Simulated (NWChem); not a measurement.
System: SeBrF; SMILES F[Se]Br

NWChem input:

```
start job
memory heap 200 mb stack 900 mb global 1100 mb
geometry units angstroms noautoz
  Se     0.380320     0.934907     0.000000
  F     -1.256954     1.573489     0.000000
  Br    -0.066883    -1.320530     0.000000
end
basis spherical
  * library def2-svpd
end
dft
  xc pbe0
  iterations 150
end
tddft
  cis
  nroots 6
  notriplet
end
task tddft energy
```

Parts of the log:

```
             Northwest Computational Chemistry Package (NWChem) 7.3.0
             --------------------------------------------------------

 CS  symmetry detected

                             Geometry "geometry" -> ""
                             -------------------------

 Output coordinates in angstroms (scale by  1.889725989 to convert to a.u.)

  No.       Tag          Charge          X              Y              Z
 ---- ---------------- ---------- -------------- -------------- --------------
    1 Se                  34.0000     0.40031270     0.93384615     0.00000000
    2 F                    9.0000    -1.22953543     1.59114987     0.00000000
    3 Br                  35.0000    -0.07270894    -1.31631765     0.00000000

 Effective nuclear repulsion energy (a.u.)     419.2807724807

      Symmetry information
      --------------------

 Group name             Cs
 Group number              2
 Group order               2
 No. of unique centers     3

                                 NWChem DFT Module
                                 -----------------

 Summary of "ao basis" -> "ao basis" (spherical)
 ------------------------------------------------------------------------------
       Tag                 Description            Shells   Functions and Types
 ---------------- ------------------------------  ------  ---------------------
 Se                        def2-svpd                15       41   6s5p4d
 F                         def2-svpd                 9       23   4s3p2d
 Br                        def2-svpd                15       41   6s5p4d

      Symmetry analysis of basis
      --------------------------

        a'         72
        a"         33

            General Information
            -------------------
          SCF calculation type: DFT
          Wavefunction type:  closed shell.
          No. of atoms     :     3
          No. of electrons :    78
           Alpha electrons :    39
            Beta electrons :    39
          Charge           :     0
          Spin multiplicity:     1
          Use of symmetry is: off; symmetry adaption is: on
          Maximum number of iterations: 150
          AO basis - number of functions:   105
                     number of shells:    39
          Convergence on energy requested:  1.00D-06
          Convergence on density requested:  1.00D-05
          Convergence on gradient requested:  5.00D-04

              XC Information
              --------------
                         PBE0 Method XC Functional
                     Hartree-Fock (Exact) Exchange  0.250
          PerdewBurkeErnzerhof Exchange Functional  0.750
            Perdew 1991 LDA Correlation Functional  1.000 local
           PerdewBurkeErnz. Correlation Functional  1.000 non-local

             Grid Information
             ----------------
          Grid used for XC integration:  medium
          Radial quadrature: Mura-Knowles
          Angular quadrature: Lebedev.
          Tag              B.-S. Rad. Rad. Pts. Rad. Cut. Ang. Pts.
          ---              ---------- --------- --------- ---------
          Se                  1.15      112          12.0       590
          F                   0.50       49          12.0       434
          Br                  1.15      112          12.0       590
          Grid pruning is: on
          Number of quadrature shells:   273
          Spatial weights used:  Erf1

      Superposition of Atomic Density Guess
      -------------------------------------

 Sum of atomic energies:       -5070.89938455

      Non-variational initial energy
      ------------------------------

 Total energy =   -5071.116865
 1-e energy   =   -7901.061753
 2-e energy   =    2410.664116
 HOMO         =      -0.225357
 LUMO         =      -0.062549

      Symmetry analysis of molecular orbitals - initial
      -------------------------------------------------

  Numbering of irreducible representations:

     1 a'          2 a"

  Orbital symmetries:

[...]

                                NWChem TDDFT Module
                                -------------------

            General Information
            -------------------
           No. of orbitals :     210
            Alpha orbitals :     105
             Beta orbitals :     105
        Alpha frozen cores :       0
         Beta frozen cores :       0
     Alpha frozen virtuals :       0
      Beta frozen virtuals :       0
         Spin multiplicity :       1
    Number of AO functions :     105
        Use of symmetry is : off
      Symmetry adaption is : on
         Schwarz screening :  0.10D-07

              XC Information
              --------------
                  PBE0 Method XC Functional
              Hartree-Fock (Exact) Exchange   0.25
   PerdewBurkeErnzerhof Exchange Functional   0.75
     Perdew 1991 LDA Correlation Functional   1.00 local
    PerdewBurkeErnz. Correlation Functional   1.00 non-local

             TDDFT Information
             -----------------
          Calculation type : Tamm-Dancoff TDDFT
         Wavefunction type : Restricted singlets
          No. of electrons :      78
           Alpha electrons :      39
            Beta electrons :      39
              No. of roots :       6
          Max subspacesize :    5200
            Max iterations :     100
               Target root :       1
           Target symmetry : none
      Symmetry restriction : off
                 Algorithm : Optimal
        Davidson threshold :  0.10D-03

    6 smallest eigenvalue differences (eV)
--------------------------------------------------------
  No. Spin  Occ  Vir  Irrep   E(Occ)    E(Vir)   E(Diff)
--------------------------------------------------------
    1    1   39   40 a"       -0.262    -0.107     4.240
    2    1   39   41 a"       -0.262    -0.091     4.675
    3    1   38   40 a'       -0.347    -0.107     6.549
    4    1   37   40 a"       -0.361    -0.107     6.920
    5    1   38   41 a'       -0.347    -0.091     6.984
    6    1   37   41 a"       -0.361    -0.091     7.355
--------------------------------------------------------

  Entering Davidson iterations
  Restricted singlet excited states

  Iter   NTrls   NConv    DeltaV     DeltaE      Time
  ----  ------  ------  ---------  ---------  ---------
    1      6       0     0.12E+00   0.10+100       34.4
    2     12       0     0.27E-01   0.26E-01       34.4
    3     18       0     0.82E-02   0.89E-03       25.0
    4     24       2     0.23E-02   0.94E-04       25.9
    5     28       4     0.87E-03   0.82E-05       24.6
    6     30       5     0.40E-03   0.80E-06       24.5
    7     31       5     0.21E-03   0.14E-06       22.2
    8     32       6     0.53E-04   0.20E-07       21.7
  ----  ------  ------  ---------  ---------  ---------
  Convergence criterion met

  Ground state a'      -5074.187884658537 a.u.

  ----------------------------------------------------------------------------
  Root   1 singlet a"             0.099194661 a.u.                2.6992 eV
  ----------------------------------------------------------------------------
     Transition Moments    X  0.00000   Y  0.00000   Z -0.10982
     Dipole Oscillator Strength                    0.0007975708
     Electric Quadrupole                           0.0000000009
     Magnetic Dipole                               0.0000002127
     Total Oscillator Strength                     0.0007977845

     Occ.   39  a"  ---  Virt.   40  a'       0.97752
     Occ.   39  a"  ---  Virt.   41  a'      -0.19966
  ----------------------------------------------------------------------------
  Root   2 singlet a"             0.114764198 a.u.                3.1229 eV
  ----------------------------------------------------------------------------
     Transition Moments    X -0.00000   Y  0.00000   Z  0.06764
     Dipole Oscillator Strength                    0.0003500004
     Electric Quadrupole                           0.0000000101
     Magnetic Dipole                               0.0000011127
     Total Oscillator Strength                     0.0003511232

     Occ.   39  a"  ---  Virt.   40  a'       0.19971
     Occ.   39  a"  ---  Virt.   41  a'       0.97506
  ----------------------------------------------------------------------------
  Root   3 singlet a'             0.184886531 a.u.                5.0310 eV
  ----------------------------------------------------------------------------
     Transition Moments    X  0.10703   Y  0.09420   Z -0.00000
     Dipole Oscillator Strength                    0.0025057133
     Electric Quadrupole                           0.0000000065
     Magnetic Dipole                               0.0000001221
     Total Oscillator Strength                     0.0025058419

     Occ.   36  a'  ---  Virt.   40  a'      -0.06150
     Occ.   38  a'  ---  Virt.   40  a'       0.99333
  ----------------------------------------------------------------------------
  Root   4 singlet a"             0.196792549 a.u.                5.3550 eV
  ----------------------------------------------------------------------------
     Transition Moments    X -0.00000   Y  0.00000   Z  0.05608
     Dipole Oscillator Strength                    0.0004125735
     Electric Quadrupole                           0.0000000233
     Magnetic Dipole                               0.0000004250
     Total Oscillator Strength                     0.0004130219

[...]
```

Level: PBE0/def2-SVPD, TDA. All runs use the structure optimised with PBE0/def2-SVP.
